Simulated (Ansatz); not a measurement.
`B/C(Br)=C/O` + H₂ → `BC(=C)Br` + H₂O  (hydrogenolysis of a C–O bond)

Calculated with Ansatz (gas phase, PBE0-D4/def2-TZVP geometries, no zero-point term in ΔE). CCSD(T)/CBS adds triple-zeta CCSD(T) − MP2 to the extrapolated MP2 energy (def2 sets, frozen cores). This one scheme is used for every species. Functionals use def2-TZVPP. B3LYP here is the variant with VWN-RPA as its local correlation; programs differ in this. For Br outer-core shells are correlated without core-valence functions, which leaves a few kJ/mol of doubt a bond. Scalar relativity is left out up to krypton. Each species was taken in one conformer, which may not be the lowest.

```csv
level,ΔE (kJ/mol),difference from CCSD(T)/CBS
PBE-D4,-10.8,30.6
PBE0-D4,-22.0,19.4
B3LYP-D4,-25.8,15.6
ωB97X-V,-28.0,13.4
ωB97M-V,-29.2,12.2
B2PLYP,-32.6,8.8
PBE,-14.2,27.2
r2SCAN,-15.5,25.9
PBE0,-25.0,16.4
B3LYP,-31.4,10.0
MP2/def2-TZVPP,-35.0,6.4
CCSD(T)/def2-TZVPP,-38.4,3.0
HF/def2-QZVPP,-57.5,-16.1
HF/CBS(def2),-57.6,-16.2
MP2/CBS(def2),-38.1,3.3
CCSD/CBS(def2),-48.5,-7.1
CCSD(T)/CBS,-41.4,0
```

Largest T1 diagnostic among the species: 0.012.

The D4 term adds +5.6 kJ/mol with B3LYP and +3.0 kJ/mol with PBE0; it sums over pairs of atoms, weighted by their polarisabilities, and B3LYP, whose exchange is more repulsive, gets the larger term. From PBE to PBE0 (25 % exact exchange), in def2-TZVPP and without D4, ΔE moves by −10.8 kJ/mol.
